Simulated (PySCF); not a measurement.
ammonia (H₃N), SMILES N. Atoms are numbered in the order given.

```xyz
4

N      0.0000     0.0000     0.1117
H      0.8165    -0.4714    -0.2605
H     -0.8165    -0.4714    -0.2605
H      0.0000     0.9428    -0.2605
```

Geometry: B3LYP-D3(BJ)/def2-TZVP.

Two levels are set side by side: PBE/pcSseg-1 (PySCF) and KT2/pcSseg-1 (PySCF). GIAO shifts against NH3 (¹⁵N), TMS (¹H) at the same level; non-relativistic, no solvent, atoms listed together averaged. Differences are taken from unrounded values.

```tsv
quantity	PBE
δ(¹⁵N) of N1 (ppm)	0.0
δ(¹H) of H2, H3, H4 (ppm)	-0.36
```

**Question.** These are the PBE values. What does KT2 give? (The exact figures need the calculation; the answer reports its results.)

**Answer.** 
```tsv
quantity	KT2	PBE minus KT2
δ(¹⁵N) of N1 (ppm)	0.0	0.0
δ(¹H) of H2, H3, H4 (ppm)	-0.36	0.00
```

On these quantities the two levels nearly agree.

Rough cost on one machine, each run with all the roots and properties that it gave: KT2 against PBE within a factor of 2.
